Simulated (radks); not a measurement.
Results of a calculation; reference values are marked as such.
The thallium ion Tl33+, 48 electrons, occupied as [Kr] 4d10 4f2 (the NIST ground configuration).

Level of theory: scalar-relativistic Kohn-Sham, HCTH/407, spin-unpolarised, spherical densities, finite nucleus; Fermi nuclear charge, rms radius 5.4759 fm (a radial shooting solver on a logarithmic mesh with Libxc functionals).

Energy parts (eV):
| part | energy |
|---|---|
| total | -535423.97 |
| kinetic | 604530.94 |
| electron-nucleus | -1272516.62 |
| Hartree | 141720.14 |
| exchange-correlation | -9158.43 |

Orbitals (lengths in bohr, moments of r in powers of bohr):
| orbital | occ. | eigenvalue (eV) | <r^4> |
|---|---|---|---|
| 1s | 2 | -86809.73 | 3.763e-07 |
| 2s | 2 | -16502.95 | 0.00005458 |
| 2p | 6 | -14379.92 | 0.00004490 |
| 3s | 2 | -4894.122 | 0.001919 |
| 3p | 6 | -4281.462 | 0.002111 |
| 3d | 10 | -3649.923 | 0.001603 |
| 4s | 2 | -1958.147 | 0.03369 |
| 4p | 6 | -1742.621 | 0.04126 |
| 4d | 10 | -1498.253 | 0.04592 |
| 4f | 2 | -1245.180 | 0.04014 |

The highest occupied level is 4f at -1245.2 eV. For comparison, the ionisation energy in NIST's Atomic Spectra Database is 1290 eV (theoretical). In exact Kohn-Sham theory the highest level is minus the ionisation energy, but local and semilocal functionals leave it too shallow, through self-interaction and a potential that decays too fast; potentials with the right tail come closer. Summed over all electrons, <r^2> = 4.047 bohr^2, which gives a Langevin (diamagnetic) susceptibility term of -3.21 x 10^-6 cm^3/mol. The density falls to 0.001 e/bohr^3 at r = 1.12 bohr. The electron density at the nucleus is 2.716e+06 e/bohr^3 (large components only).

Beside tabulated values, note that spin-unpolarised runs miss the spin-polarisation part of the exchange energy of open shells, and scalar-relativistic runs lack spin-orbit coupling.
